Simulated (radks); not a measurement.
All-electron atom: the cobalt ion Co9+ in [Ar].

All-electron calculation, scalar-relativistic Kohn-Sham, BLYP, spin-polarised, spherical densities, finite nucleus; Fermi nuclear charge, rms radius 3.7875 fm. Program: a radial shooting solver on a logarithmic mesh with Libxc functionals.

Energy parts (eV):
total: -37153.459
kinetic: 37654.459
electron-nucleus: -84906.420
Hartree: 11536.159
exchange-correlation: -1437.656

Orbitals (lengths in bohr, moments of r in powers of bohr):
orbital  occ.  eigenvalue (eV)  <1/r>
1s          2        -7817.189  27.03
2s          2        -1126.603  5.823
2p          6        -997.6433  5.711
3s          2        -299.3950  2.023
3p          6        -260.8627  1.925

The highest occupied level is 3p at -260.86 eV. Summed over all electrons, <r^2> = 5.208 bohr^2, which gives a Langevin (diamagnetic) susceptibility term of -4.13 x 10^-6 cm^3/mol. The electron density at the nucleus is 1.742e+04 e/bohr^3 (large components only). For comparison, the ionisation energy in NIST's Atomic Spectra Database is 275.4 eV (semi-empirical). In exact Kohn-Sham theory the highest level is minus the ionisation energy, but local and semilocal functionals leave it too shallow, through self-interaction and a potential that decays too fast; potentials with the right tail come closer.
